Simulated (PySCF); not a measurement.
Electron correlation in Al (aluminium, neutral)

[Ne] 3s2 4s1, 2S determinant (an excited configuration). Computed with PySCF 2.14 in dyall-acv3z (19s12p6d4f, 113 functions), with no relativity, point nucleus. Frozen: [Ne]; 3 electrons correlated; the 23 highest virtual orbitals of each spin left out.

```json
{"level": "CCSD", "correlation energy (mhartree)": "-46.20"}
{"level": "(T)", "correlation energy (mhartree)": "-0.85"}
{"level": "CCSD(T)", "correlation energy (mhartree)": "-47.05"}
```

Diagnostics: T1 = 0.020, D1 = 0.0490, largest double amplitude 0.097.

The outer electron is Rydberg-like, and this basis confines it to a smaller radius and binds it less than a complete one would.

Cost of the coupled-cluster step: of the order of 21 core-seconds, for 3 correlated electrons.

Iterations:

```
CC2 = 0
CCSD nocc = (np.int64(2), np.int64(1)), nmo = (85, 85)
frozen orbitals [[0, 1, 2, 3, 4, 90, 91, 92, 93, 94, 95, 96, 97, 98, 99, 100, 101, 102, 103, 104, 105, 106, 107, 108, 109, 110, 111, 112], [0, 1, 2, 3, 4, 90, 91, 92, 93, 94, 95, 96, 97, 98, 99, 100, 101, 102, 103, 104, 105, 106, 107, 108, 109, 110, 111, 112]]
max_cycle = 100
direct = 0
conv_tol = 1e-08
conv_tol_normt = 1e-06
diis_space = 8
diis_start_cycle = 0
Init t2, MP2 energy = -0.0340543725764132
Init E_corr(UCCSD) = -0.0340543726556321
cycle = 1  E_corr(UCCSD) = -0.0410848773104168  dE = -0.00703050465  norm(t1,t2) = 0.0580282
cycle = 2  E_corr(UCCSD) = -0.0438802021337021  dE = -0.00279532482  norm(t1,t2) = 0.0270761
cycle = 3  E_corr(UCCSD) = -0.0461757167960746  dE = -0.00229551466  norm(t1,t2) = 0.0136142
cycle = 4  E_corr(UCCSD) = -0.0461539469133055  dE = 2.17698828e-05  norm(t1,t2) = 0.00267768
cycle = 5  E_corr(UCCSD) = -0.0462086076823595  dE = -5.46607691e-05  norm(t1,t2) = 0.00124389
cycle = 6  E_corr(UCCSD) = -0.0461985025935308  dE = 1.01050888e-05  norm(t1,t2) = 0.000511997
cycle = 7  E_corr(UCCSD) = -0.0461949516883004  dE = 3.55090523e-06  norm(t1,t2) = 0.000167426
cycle = 8  E_corr(UCCSD) = -0.0461988847267678  dE = -3.93303847e-06  norm(t1,t2) = 5.40295e-05
cycle = 9  E_corr(UCCSD) = -0.0461971303383367  dE = 1.75438843e-06  norm(t1,t2) = 1.61007e-05
cycle = 10  E_corr(UCCSD) = -0.0461974832773132  dE = -3.52938977e-07  norm(t1,t2) = 5.22476e-06
cycle = 11  E_corr(UCCSD) = -0.0461974795642574  dE = 3.71305584e-09  norm(t1,t2) = 1.49776e-06
cycle = 12  E_corr(UCCSD) = -0.0461974724330836  dE = 7.13117377e-09  norm(t1,t2) = 3.6852e-07
UCCSD converged
E(UCCSD) = -241.8169678521113  E_corr = -0.04619747243308362
UCCSD(T) correction = -0.000850708280222337
```
